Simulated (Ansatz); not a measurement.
`[CH3][SbH][SeH]` + `[F][Al]([F])[SiH3]` → `[CH3][SbH][SiH3]` + `[F][Al]([F])[SeH]`  (redistribution)

Program: Ansatz. Geometries: PBE0-D4/def2-TZVP. ΔE: electronic, gas phase. CCSD(T)/CBS is the MP2 limit (def2-TZVPP, def2-QZVPP) plus CCSD(T) − MP2 in def2-TZVPP, frozen cores. DFT in def2-TZVPP. HSE06 is defined as in plane-wave codes. Elements past krypton have def2 core potentials. For Sb, Se outer-core shells are correlated without core-valence functions, which leaves a few kJ/mol of doubt a bond. Scalar relativity is left out up to krypton. Each species was taken in one conformer, which may not be the lowest.

Is it downhill or uphill in electronic energy at CCSD(T)/CBS, and by how much? (An estimate is asked.)

Ansatz gave: Downhill: ΔE = -65.3 kJ/mol.

What do these levels give: PBE-D4, HSE06-D4, PBE-QIDH, revPBE, PBE0, CCSD/def2-SVP? (Estimate.)

Ansatz gave: PBE-D4 -55.2, HSE06-D4 -61.0, PBE-QIDH -68.8, revPBE -52.3, PBE0 -59.7, CCSD/def2-SVP -68.7 kJ/mol.

Largest T1 diagnostic among the species: 0.014.

From BLYP to BHLYP (50 % exact exchange), in def2-TZVPP and without D4, ΔE moves by −11.4 kJ/mol. Leaving LDA and LC-ωPBE aside and taking each functional with its dispersion term where it has one, the values, not all of them listed here, spread over 15.3 kJ/mol, from PBE-QIDH to BLYP-D4. LDA lies −5.3 kJ/mol from PBE without D4. At CCSD(T), def2-SVP lies −3.2 kJ/mol from the extrapolated value and def2-TZVPP −2.8 kJ/mol.
